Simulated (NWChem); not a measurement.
Molecule: SiNH4Br; SMILES N[SiH2]Br

```xyz
7

Si     0.5603     1.0849     0.0000
N     -0.6986     2.2554     0.0000
Br    -0.0897    -1.0936     0.0000
H      1.3519     1.2618    -1.2364
H      1.3519     1.2618     1.2364
H     -1.2595     2.3881     0.8341
H     -1.2595     2.3881    -0.8341
```
Atoms are numbered in this order, from 1.

Computed with NWChem. The geometry was optimised at B3LYP/6-31G* (spherical d). Total energies compare along this basis series because the functional is fixed.

```
level            basis functions  energy (Ha)  highest occupied level (eV)  orbital gap (eV)  dipole (D)
---------------  ---------------  -----------  ---------------------------  ----------------  ----------
TPSS/def2-SVP                 84   -2920.3750                        -6.44              6.51        2.34
TPSS/def2-SVPD               117   -2920.3891                        -6.71              6.16        2.18
TPSS/def2-TZVP               140   -2920.8572                        -6.64              6.23        2.18
TPSS/def2-TZVPP              177   -2920.8593                        -6.65              6.22        2.18
```
